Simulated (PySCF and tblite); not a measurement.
Results of a calculation; reference values are marked as such.
C3H10Si, numbered as in [CH3:1][CH2:2][SiH2:3][CH3:4]. The same 2 conformers on PBE0-D3(BJ)/def2-SVP geometries, with only the solvent of the single-point energies changed (functional PBE0, basis set def2-TZVP, D3(BJ) where defined; PySCF).

Torsions listed: C1–C2–Si3–C4. Of a mirror pair one member is shown.

```tsv
conformer	shape	symmetry	dipole D
1	60°	C1 (pair)	0.81
2	180°	Cs	0.86
```

Energies (kcal/mol) above conformer 1 and its weight at 298.15 K (thermal terms from GFN2-xTB):

```tsv
solvent	E(2) − E(1)	weight of 1 (%)	dipole of 1 (D)	of 2
gas phase	-0.01	67	0.81	0.86
cyclohexane	?	?	?	?
chloroform	-0.01	67	1.01	1.08
acetone	0.00	67	1.09	1.16
water	0.00	67	1.11	1.19
```

**Question.** What does cyclohexane give?

**Answer.** E(2) − E(1) = -0.01 kcal/mol, weight of conformer 1 67 %, dipoles 0.92 and 0.97 D.

**Question.** How much does the choice of solvent matter?

**Answer.** The widest range is that of E(2) − E(1), which runs from -0.01 (gas phase) to 0.00 kcal/mol (water), a spread of 0.01, against RT = 0.59.
